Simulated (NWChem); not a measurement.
System: SnAsH$_{5}$; SMILES [AsH2][SnH3]

Input file for NWChem:

```
start job
memory heap 200 mb stack 900 mb global 1100 mb
geometry units angstroms noautoz
  Sn    -0.017752    -1.075562     0.000766
  As    -0.042845     1.541280     0.006130
  H     -0.698275    -1.620885    -1.474766
  H     -0.986441    -1.628993     1.301916
  H      1.564586    -1.715399     0.163087
  H      1.129919     1.597714    -0.969914
  H      0.893868     1.590601     1.210839
end
basis spherical
  Sn library def2-svp
  As library def2-svp
  H library def2-svp
end
ecp
  Sn library def2-ecp
end
dft
  xc m06
  iterations 150
  mulliken
end
task dft energy
```

All runs use the structure optimised with PBE0/def2-SVP. def2 effective core potentials on Sn; no spin-orbit coupling.

Question: Give the results of this calculation. (M06/def2-SVP with def2 effective core potentials on Sn.) Quantities: energy (Ha); highest occupied level (eV); orbital gap (eV); dipole (D).

Answer: 
| Property | Result |
|---|---|
| energy (Ha) | -2452.89 |
| highest occupied level (eV) | -7.18 |
| orbital gap (eV) | 6.99 |
| dipole (D) | 0.40 |
